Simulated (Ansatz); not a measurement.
Reaction (silylene formation by 1,1-elimination): `O[SiH](Cl)[SiH2][SiH3]` → `O[SiH2][SiH3]` + `[SiH]Cl`

Calculated with Ansatz (gas phase, PBE0-D4/def2-TZVP geometries, no zero-point term in ΔE). CBS: MP2 limit from def2 TZ/QZ plus the TZ coupled-cluster correction, frozen cores. This one scheme is used for every species. Functionals use def2-TZVPP. One conformer a species, not always the lowest.

```csv
level,ΔE (kcal/mol)
CAM-B3LYP-D4,53.2
BLYP,43.3
```

(1) What does CCSD(T)/CBS give? (An estimate is asked.)

Largest T1 diagnostic among the species: 0.013.

## Answers

(1) Computed: +53.7 kcal/mol. The listed levels differ from it by -0.5, -10.4 kcal/mol.

The D4 term adds +4.8 kcal/mol with B3LYP and +2.7 kcal/mol with PBE0; it sums over pairs of atoms, weighted by their polarisabilities, and B3LYP, whose exchange is more repulsive, gets the larger term. From PBE to PBE0 (25 % exact exchange), in def2-TZVPP and without D4, ΔE moves by +2.6 kcal/mol. Leaving LDA and LC-ωPBE aside and taking each functional with its dispersion term where it has one, the values, not all of them listed here, spread over 9.9 kcal/mol, from BLYP-D4 to r2SCAN0-D4. LDA lies +8.3 kcal/mol from PBE without D4.

CCSD(T)/CBS has its own doubt, a few kJ/mol and more with outer-core shells, so smaller differences from it don't rank the levels.

B3LYP here is the variant with VWN-RPA as its local correlation; programs differ in this.
